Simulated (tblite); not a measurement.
Species: C₇H₁₁ClSi.
Z-matrix (Å and degrees, GFN2-xTB geometry), rows numbered from 1:
```
C 
C   1  1.3207
C   2  1.4898  1  124.68
C   3  1.4993  2  112.70  1  -138.66
C   4  1.3256  3  123.00  2  -171.42
C   5  1.4995  4  122.61  3     2.61
C   6  1.5379  5  111.13  4    56.51
Si  7  1.9032  6  110.67  5   -54.78
Cl  8  2.0209  3  110.45  2    40.33
H   1  1.0762  2  122.00  3  -178.53
H   1  1.0781  2  121.66  3     1.41
H   2  1.0822  1  120.13  3   178.20
H   3  1.0963  2  108.97  1   -18.47
H   4  1.0811  3  116.64  2     9.23
H   5  1.0804  4  120.08  3  -178.42
H   6  1.0944  5  109.51  4   -63.67
H   6  1.0913  5  110.07  4   178.13
H   7  1.0911  6  108.63  5    66.47
H   7  1.0897  6  109.18  5  -177.63
H   8  1.4648  3  110.44  2   -79.26
```

Computed values, GFN2-xTB/tblite, gas phase, harmonic and unscaled. Errors from tens to a few hundred cm⁻¹ against measured bands are possible. Modes of hydrogen on silicon can be 10 to 20 % off. One conformer, not necessarily the lowest.

Harmonic wavenumbers (cm⁻¹): 34.8, 59.6, 100.6, 129.9, 208.8, 232.3, 282.3, 292.2, 344.9, 445.6, 464.9, 507.8, 596.0, 607.7, 636.1, 649.8, 705.9, 726.2, 787.1, 804.3, 881.3, 901.0, 943.3, 946.6, 977.9, 1022.1, 1047.2, 1096.0, 1108.3, 1132.5, 1162.7, 1181.3, 1223.6, 1241.5, 1282.1, 1301.7, 1319.7, 1354.8, 1418.0, 1472.8, 1491.8, 1699.2, 1710.7, 2236.7, 2900.4, 2936.9, 2980.2, 2984.3, 2997.1, 3056.3, 3060.2, 3077.4, 3096.3, 3126.8.

A = 1331, B = 1104, C = 723.8 MHz; mass 158.032 u (most abundant isotopes); point group C1, symmetry number 1.

Task: Zero-point energy?

Result: Half the sum of the wavenumbers: 34493 cm⁻¹ = 412.63 kJ/mol.

Task: What is S at 200 K and 1 bar for an ideal gas of classical rigid rotors and harmonic oscillators?

Result: Translation 163.70, rotation 120.93, vibration 83.64: S = 368.3 J/(mol K).

Task: And Cp and H(200 K) − H(0)?

Result: Cp = 122.50 J/(mol K), of which vibrations give 89.25 (their classical limit is 54 R = 449.0); H(200 K) − H(0) = 15.53 kJ/mol without the zero-point energy, 8.88 from vibrations.

Task: What must be added to the electronic energy to get the Gibbs energy at 200 K and 1 bar?

Result: ZPE + [H(200 K) − H(0)] − T·S = 412.63 + 15.53 − 73.65 = 354.51 kJ/mol.

Task: Blend soft modes into free rotors: weight 1/[1 + (100 cm⁻¹/ν̃)⁴] for the oscillator and the rest for a rotor with moment μB/(μ + B), μ = h/(8π²ν), B = 10⁻⁴⁴ kg m². What vibrational entropy results?

Result: 75.68 J/(mol K) in place of 83.64, which changes −T·S at 200 K by +1.59 kJ/mol.

Hindered rotation and anharmonicity are outside this model. Other conformers, if any are populated, would add a mixing term that is left out. The structure is chiral; the term R ln 2 for an equal mix with its mirror image is left out.

The run took 2.9 s wall on Intel Xeon at 2.50 GHz, one thread (shared host). This covers the Hessian and the dipole derivatives.
